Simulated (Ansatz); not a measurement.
Species: iminoborane, sum formula BNH₂, charge 0, multiplicity 1. SMILES: B=N
Coordinates optimised at B3LYP-D3(BJ)/def2-TZVP (Ansatz, a first-principles code):
```xyz
4

B      0.0000     0.0000    -0.6920
N      0.0000     0.0000     0.5409
H      0.0000     0.0000    -1.8589
H      0.0000     0.0000     1.5327
```

Question: Give the harmonic wavenumbers at B3LYP-D3(BJ)/def2-TZVP (Ansatz, finite differences of forces, unscaled).

Answer: 465, 465, 751, 751, 1850, 2895, 3863 cm⁻¹. Zero-point energy 15.8 kcal/mol.

Question: From these and the geometry, give the ideal-gas thermochemistry at 298.15 K and 1 atm (rigid rotor, harmonic oscillator).

Answer: Point group C∞v, rotational symmetry number 1. Rotational constants 33.41, 33.41 GHz. S(trans) 35.80, S(rot) 12.37, S(vib) 2.01, S(elec, spin only) 0.00, S 50.2 cal/(mol K). H(298) - H(0) 2.51 kcal/mol; G - E(el) 3.3 kcal/mol.
